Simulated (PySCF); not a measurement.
A calculated (PBE, PySCF 2.14, x2c-TZVPall, scalar relativity by spin-free X2C-1e) atom or ion has these occupied shells.

```csv
shell,electrons,orbital energy (eV),"rms radius, mean of both spins (bohr)"
1s α,1,-684.12,0.205
1s β,1,-682.40,0.205
2s α,1,-48.950,1.06
2s β,1,-44.546,1.06
2p α,3,-29.875,1.11
2p β,1,-26.432,1.11
```

Problem. Name the element and its charge.

Solution. F⁺ (fluorine, charge +1), in [He] 2s2 2p4, high-spin 3P determinant.
